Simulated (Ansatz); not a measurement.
One change: `[CH3][SnH2]/[CH]=C\F` becomes `C/C=C\F`.

Ansatz, PBE0-D4/def2-TZVP geometries, multiplicity 1. Each molecule was computed in one conformer, which needn't be the lowest.

Elements past krypton have def2 core potentials.

```csv
property,`[CH3][SnH2]/[CH]=C\F`
HOMO energy (ωB97M-V/def2-TZVPP) / eV,-9.81
HOMO–LUMO gap (PBE/def2-TZVPP) / eV,5.21
HOMO energy (PBE0/def2-TZVPP) / eV,-7.59
LUMO energy (PBE/def2-TZVPP) / eV,-1.17
size of the dipole moment (ωB97M-V/def2-TZVPP) / D,1.05
LUMO energy (ωB97M-V/def2-TZVPP) / eV,1.46
```

(1) What does the change do to each property? (Estimate.)

Results:

(1) Computed: 
| property | `C/C=C\F` | shift |
| --- | --- | --- |
| HOMO energy (ωB97M-V/def2-TZVPP) / eV | -9.50 | 0.31 |
| HOMO–LUMO gap (PBE/def2-TZVPP) / eV | 5.60 | 0.39 |
| HOMO energy (PBE0/def2-TZVPP) / eV | -7.23 | 0.36 |
| LUMO energy (PBE/def2-TZVPP) / eV | -0.40 | 0.77 |
| size of the dipole moment (ωB97M-V/def2-TZVPP) / D | 1.38 | 0.33 |
| LUMO energy (ωB97M-V/def2-TZVPP) / eV | 2.79 | 1.33 |

With PBE0 the HOMO rises by 0.36 eV and the LUMO rises by 0.89 eV, so the gap widens by about 0.53 eV. PBE moves the HOMO by 0.38 eV and ωB97M-V by 0.31 eV. Dipoles are sizes alone; their direction can turn.
